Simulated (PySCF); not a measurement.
# Correlation energy of B+ (boron, charge +1)

[He] 2s2, closed-shell 1S. All numbers are calculated (PySCF 2.14, the spin-free X2C one-electron Hamiltonian (Gaussian nucleus), in aug-cc-pVDZ-DK (4s3p2d, 23 functions)). Frozen: 1s2; 2 electrons correlated.

Total MP2 correlation energy: -32.66 mhartree.

Same-spin part 0.00 and opposite-spin part -32.66 mhartree; SCS-MP2 scales them by 1/3 and 6/5 to -39.19 mhartree.

With two correlated electrons CCSD is exact within the correlated space (frozen core and kept virtual orbitals).

```
level  correlation energy (mhartree)
 CCSD                         -58.66
```

Diagnostics: T1 = 0.012, D1 = 0.0167, largest double amplitude 0.151.

A double-excitation amplitude exceeds 0.15, a sign of near-degeneracy.

Cost of the coupled-cluster step: 0.09 s of wall time on 1 thread of AMD EPYC 7R43 64-Core Processor (shared host), for 2 correlated electrons.

Iterations:

```
CC2 = 0
CCSD nocc = 1, nmo = 22
frozen orbitals [0]
max_cycle = 100
direct = 0
conv_tol = 1e-08
conv_tol_normt = 1e-06
diis_space = 8
diis_start_cycle = 0
Init t2, MP2 energy = -24.2744982174995  E_corr(MP2) -0.0326577441323312
Init E_corr(CCSD) = -0.0326577441323319
cycle = 1  E_corr(CCSD) = -0.0459007688322209  dE = -0.0132430247  norm(t1,t2) = 0.0677684
cycle = 2  E_corr(CCSD) = -0.0521221754966874  dE = -0.00622140666  norm(t1,t2) = 0.0354815
cycle = 3  E_corr(CCSD) = -0.0587805515026676  dE = -0.00665837601  norm(t1,t2) = 0.0188117
cycle = 4  E_corr(CCSD) = -0.058631961011879  dE = 0.000148590491  norm(t1,t2) = 0.000416765
cycle = 5  E_corr(CCSD) = -0.0586802453097788  dE = -4.82842979e-05  norm(t1,t2) = 0.000118848
cycle = 6  E_corr(CCSD) = -0.0586576984588501  dE = 2.25468509e-05  norm(t1,t2) = 6.27561e-05
cycle = 7  E_corr(CCSD) = -0.0586579560135365  dE = -2.57554686e-07  norm(t1,t2) = 2.58493e-06
cycle = 8  E_corr(CCSD) = -0.0586581681162413  dE = -2.12102705e-07  norm(t1,t2) = 5.20419e-07
cycle = 9  E_corr(CCSD) = -0.0586581525883905  dE = 1.55278507e-08  norm(t1,t2) = 1.04525e-07
cycle = 10  E_corr(CCSD) = -0.058658131731617  dE = 2.08567736e-08  norm(t1,t2) = 5.93342e-08
cycle = 11  E_corr(CCSD) = -0.0586581322873546  dE = -5.55737671e-10  norm(t1,t2) = 6.45705e-09
CCSD converged
E(CCSD) = -24.30049860565453  E_corr = -0.05865813228735463
```
